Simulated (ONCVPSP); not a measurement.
**Logarithmic derivatives: Ta (Z = 73), ONCV**

- Element: Ta (Z = 73)
- Generator: ONCVPSP 4.0.1
- Type: optimised norm-conserving Vanderbilt (ONCV)
- Functional: PBE
- Relativity: scalar-relativistic
- Frozen core: [Kr] 4d10 4f14
- Valence charge: 13
- Reference configuration: 5s2 5p6 5d3 6s2
- Partial waves: 5s+6s: rc 1.90 bohr, ncon 4, nbas 7, qcut 7.3 1/bohr, 2 projectors; 5p: rc 1.40 bohr, ncon 3, nbas 7, qcut 5.3 1/bohr, 1 projector; 5d: rc 2.25 bohr, ncon 4, nbas 8, qcut 5.7 1/bohr, 2 projectors, debl 1 Ha
- Local potential: polynomial inside 1.00 bohr (lpopt 5, dvloc0 3 Ha)
- Core correction: none

The phase is arctan(r·R′/R) of the radial function R(r), unwrapped; energies in Ha, scanned from -4 to 5 Ha. A pole is an energy at which the radial function vanishes at the test radius. The pseudo phase is shifted by a multiple of π to meet the all-electron one at the reference energy, and phase errors are pseudo minus all-electron; the curves can meet again beyond the range given. Levels narrower than the energy grid can be missing from the lists of poles.

Task: For each channel, where are the poles, and over which energies does the pseudopotential scatter like the atom?

Result:

```tsv
channel	radius (bohr)	reference energy (Ha)	poles, all-electron	poles, pseudo	unbroken range about the reference energy with phases within 0.05 rad	phase error 1 Ha above the reference energy (rad)
s	1.93	-0.20	-2.47, 4.43	-2.47, 4.48	below 1.0	-0.015
p	1.42	-1.45	1.04	0.63, 4.33	below 0.9	-0.008
d	2.29	-0.13	0.51	0.51	the whole range	+0.000
```

Note: no bound ghost flagged; GHOST(+) flagged for s at 29.6 eV.

Phases in the s channel:

```json
{"E (Ha)": "-3.98", "all-electron": "1.234", "pseudo": "1.234"}
{"E (Ha)": "-3.74", "all-electron": "1.188", "pseudo": "1.188"}
{"E (Ha)": "-3.50", "all-electron": "1.108", "pseudo": "1.108"}
{"E (Ha)": "-3.26", "all-electron": "0.929", "pseudo": "0.929"}
{"E (Ha)": "-3.02", "all-electron": "0.243", "pseudo": "0.242"}
{"E (Ha)": "-2.78", "all-electron": "-1.150", "pseudo": "-1.150"}
{"E (Ha)": "-2.54", "all-electron": "-1.520", "pseudo": "-1.520"}
{"E (Ha)": "-2.30", "all-electron": "-1.650", "pseudo": "-1.650"}
{"E (Ha)": "-2.06", "all-electron": "-1.723", "pseudo": "-1.723"}
{"E (Ha)": "-1.82", "all-electron": "-1.777", "pseudo": "-1.777"}
{"E (Ha)": "-1.58", "all-electron": "-1.825", "pseudo": "-1.825"}
{"E (Ha)": "-1.34", "all-electron": "-1.873", "pseudo": "-1.873"}
{"E (Ha)": "-1.10", "all-electron": "-1.926", "pseudo": "-1.927"}
{"E (Ha)": "-0.86", "all-electron": "-1.990", "pseudo": "-1.990"}
{"E (Ha)": "-0.62", "all-electron": "-2.072", "pseudo": "-2.073"}
{"E (Ha)": "-0.38", "all-electron": "-2.185", "pseudo": "-2.185"}
{"E (Ha)": "-0.14", "all-electron": "-2.349", "pseudo": "-2.349"}
{"E (Ha)": "0.10", "all-electron": "-2.599", "pseudo": "-2.600"}
{"E (Ha)": "0.34", "all-electron": "-2.967", "pseudo": "-2.969"}
{"E (Ha)": "0.58", "all-electron": "-3.408", "pseudo": "-3.414"}
{"E (Ha)": "0.82", "all-electron": "-3.786", "pseudo": "-3.803"}
{"E (Ha)": "1.06", "all-electron": "-4.045", "pseudo": "-4.181"}
{"E (Ha)": "1.30", "all-electron": "-4.214", "pseudo": "-4.190"}
{"E (Ha)": "1.54", "all-electron": "-4.328", "pseudo": "-4.317"}
{"E (Ha)": "1.78", "all-electron": "-4.408", "pseudo": "-4.401"}
{"E (Ha)": "2.02", "all-electron": "-4.468", "pseudo": "-4.462"}
{"E (Ha)": "2.26", "all-electron": "-4.514", "pseudo": "-4.509"}
{"E (Ha)": "2.50", "all-electron": "-4.551", "pseudo": "-4.547"}
{"E (Ha)": "2.74", "all-electron": "-4.581", "pseudo": "-4.578"}
{"E (Ha)": "2.98", "all-electron": "-4.607", "pseudo": "-4.604"}
{"E (Ha)": "3.22", "all-electron": "-4.629", "pseudo": "-4.626"}
{"E (Ha)": "3.46", "all-electron": "-4.649", "pseudo": "-4.646"}
{"E (Ha)": "3.70", "all-electron": "-4.666", "pseudo": "-4.663"}
{"E (Ha)": "3.94", "all-electron": "-4.682", "pseudo": "-4.679"}
{"E (Ha)": "4.18", "all-electron": "-4.697", "pseudo": "-4.694"}
{"E (Ha)": "4.42", "all-electron": "-4.712", "pseudo": "-4.709"}
{"E (Ha)": "4.66", "all-electron": "-4.726", "pseudo": "-4.723"}
{"E (Ha)": "4.90", "all-electron": "-4.739", "pseudo": "-4.736"}
```
